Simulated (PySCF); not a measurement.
## How methods differ on the excitation energy of Al+

Al+ [Ne] 3s2 (1S) → Al+ [Ne] 3p2 (3P), as a difference of total energies. All numbers are calculated (PySCF 2.14, scalar relativity by spin-free X2C-1e, in x2c-QZVPPall). Correlated levels: valence and next inner shell: 1s2 frozen. The calculations carry no spin-orbit coupling.

```csv
method,excitation energy (eV)
UHF,10.688
MP2 (valence and next inner shell),11.550
SCS-MP2 (valence and next inner shell),11.771
CCSD (valence and next inner shell),11.664
CCSD(T) (valence and next inner shell),11.695
```

**Question.** How much does correlation contribute at CCSD(T) (valence and next inner shell)?

**Answer.** 11.695 − (10.688) = 1.007 eV, measured against UHF.

Errors of the correlated levels include the incompleteness of this basis and the frozen core.

The basis was made for the ground configuration and has no added diffuse functions, so the excitation energy can come out too high.

For comparison: 11.680 eV (measured; NIST levels, between the centres of gravity of the two terms).
